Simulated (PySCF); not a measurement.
Radial density of Al²⁺ (aluminium, charge +2)

M06, [Ne] 3s1, 2S determinant. Computed with PySCF 2.14 in aug-cc-pCVTZ-DK (8s7p5d3f, 75 functions), with the spin-free X2C one-electron Hamiltonian (Gaussian nucleus).

```
r (bohr)  4πr²ρ (e/bohr)  4πr²(ρα − ρβ)
 0.00168         0.05563         0.0002
 0.00283          0.1466         0.0004
 0.00475          0.3819         0.0011
 0.00800          0.9683         0.0028
  0.0135           2.332         0.0067
  0.0226           5.125         0.0146
  0.0381           9.642         0.0264
  0.0640           13.98         0.0328
   0.108           13.50         0.0143
   0.181           8.991        -0.0038
   0.305           10.34         0.0760
   0.512           12.29         0.0783
   0.862           5.309        -0.0021
    1.45          0.9545         0.4375
    2.44          0.4358         0.4309
    4.10         0.04125         0.0412
    6.90       0.0001669         0.0002
```

Densities and radii are taken from the X2C orbitals without a picture-change correction, which distorts them close to the nucleus.

**Question.** Where is the radial spin density 4πr²(ρα − ρβ) most negative, and why is it negative at all?

**Answer.** Around r = 0.181 bohr, down to -0.0038 e/bohr: exchange with the open shell polarises the paired shells in an unrestricted calculation.
